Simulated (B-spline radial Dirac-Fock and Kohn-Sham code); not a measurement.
## Run log: O²⁺

ΔSCF core binding energies without Breit or QED terms, calculated with a B-spline atomic structure program. Keys: rel is the Hamiltonian (dirac, or spin-free x2c and nr, where L3 and M5 stand for the whole 2p and 3d shells), method is hf or an exchange,correlation pair (spin-unpolarised, also for the hole states), nuc the nuclear model, radius_factor scales its radius, rmax is the box in bohr, h the logarithmic mesh step, order the B-spline order, points the quadrature points per cell, c_factor scales the speed of light, and damp, ndamp, maxit and tol steer the iteration. The run stops when the commutator error falls below 10·tol·max(1, Z/10), or the numerical noise floor, and the energy has settled to about 1e-8 Ha; the virial ratio is −V/T.

Input (task.json):

```json
{"items": [{"Z": 8, "q": 2, "cfg": [[1, 0, 2], [2, 0, 2], [2, 1, 2]], "A": 16, "rrms": 2.6991, "do": "settings", "holes": ["K", "L3", "M5"],
  "settings": [{"rel": "dirac", "method": "hf", "nuc": "fermi", "radius_factor": 1.0, "rmax": 45.0, "h": 0.3, "order": 8, "points": 10, "c_factor": 1.0, "maxit": 2, "damp": 0.5, "ndamp": 3, "tol": 1e-08}]}]}
```

Command: `python xray2_run.py task.json out`

Ground-state iterations:

```
iter   energy (Ha)        error
   1      -71.70134446  3.35e-01
   2      -73.06947260  4.69e-02
```

The ground state had not converged after 2 iterations, with total energy -73.06947 Ha, virial ratio 1.97650 and highest orbital energy -52.54 eV. ΔSCF binding energies: K (1s) 595.5 eV (not all states converged, so these are not final). Holes are computed only in closed shells, and unreliable hole states are left out.

Q: One setting is unsound. Which, and why?

A: maxit ends the run before self-consistency. With the default settings (Dirac Hartree-Fock): The ground state converged in 9 iterations, with total energy -73.10500 Ha, virial ratio 1.99845 and highest orbital energy -54.25 eV. ΔSCF binding energies: K (1s) 595.9 eV. Holes are computed only in closed shells, and unreliable hole states are left out.
